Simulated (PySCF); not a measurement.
# Static response to an electric field

C5H7FS.
Atom-mapped SMILES: `[CH3:1][C@@H:2]1[CH2:3][C:4]([F:5])=[CH:6][S:7]1` (hydrogens: H8, H9, H10 on C1; H11 on C2; H12, H13 on C3; H14 on C6)

Cartesian coordinates in Å at the GFN2-xTB level; atoms count from 1:
```
atom  x, y, z in Å
C1     1.7809   -0.0233    0.1417
C2     0.5138   -0.6508   -0.4164
C3    -0.4934    0.3940   -0.9035
C4    -1.4909    0.5687    0.1997
F5    -2.3148    1.6329    0.1523
C6    -1.5231   -0.3483    1.1557
S7    -0.3262   -1.5999    0.9380
H8     2.4324   -0.7897    0.5544
H9     1.5329    0.6810    0.9331
H10    2.3179    0.5047   -0.6441
H11    0.7595   -1.3757   -1.1927
H12   -1.0097    0.0626   -1.8103
H13    0.0039    1.3401   -1.1284
H14   -2.1839   -0.3967    1.9984
```

Level: PBE0/def2-SVPD (PySCF), static field, nuclei fixed, core orbitals frozen in the response. The polarisability tensor in these axes (au):

```
x    78.23  -4.69  -4.32
y    -4.69  78.26 -10.48
z    -4.32 -10.48  73.13
```

Give the principal values, the mean and the anisotropy Δα = √{½[(α1 − α2)² + (α2 − α3)² + (α1 − α3)²]}.

Principal values 62.39, 80.58 and 86.65 au; mean 76.54 au = 11.34 Å³ = 12.62 × 10⁻⁴⁰ C²·m²/J; Δα = 21.86 au (29 % of the mean).

What is the dipole moment, and where does it point?

(1.35, 0.15, -1.09) D, 1.74 D in size, pointing from the negative to the positive side. Measured along this direction, the outermost atoms are H14 at the negative end and H10 at the positive end.

In TDDFT the mean static polarisability is Σ f/ω² over all singlet excitations (ω in hartree). How much of it do the 6 lowest give? Their energies (eV) and oscillator strengths: 4.57, 0.0009; 5.27, 0.0693; 5.51, 0.0397; 5.77, 0.0140; 6.20, 0.0214; 6.40, 0.0053.

They add up to 3.66 au, 4.8 % of the 76.54 au; the largest single term is 1.85 au, from the state at 5.27 eV. Terms in order: 0.03, 1.85, 0.97, 0.31, 0.41, 0.10 au. Higher excitations give the rest. The strengths listed sum to 0.151.

What are the principal values of the traceless quadrupole moment, Θ = ½Σq(3rr − r²1), about the centre of nuclear charge?

-7.38, -0.65, 8.04 D·Å. The values depend on the origin, since the dipole doesn't vanish. The electronic extent ⟨r²⟩ about the same centre is 880 bohr², a root-mean-square distance of 1.99 Å for the 62 electrons.

Give the principal axes and the span of the nuclei along them.

Largest value along (-0.15, 0.80, -0.57), where the nuclei span 3.50 Å; middle along (0.92, -0.10, -0.39), 5.06 Å; least along (0.37, 0.59, 0.72), 3.28 Å. The strongest response doesn't lie along the longest of the three spans.

Estimate the molar refractivity from the static electronic polarisability.

Lorentz–Lorenz: R = (4π/3)N_A α = 2.5225 cm³/(mol·Å³) × 11.34 Å³ = 28.6 cm³/mol, in the limit of long wavelengths.

Geometry: GFN2-xTB, one conformer, isolated molecule.
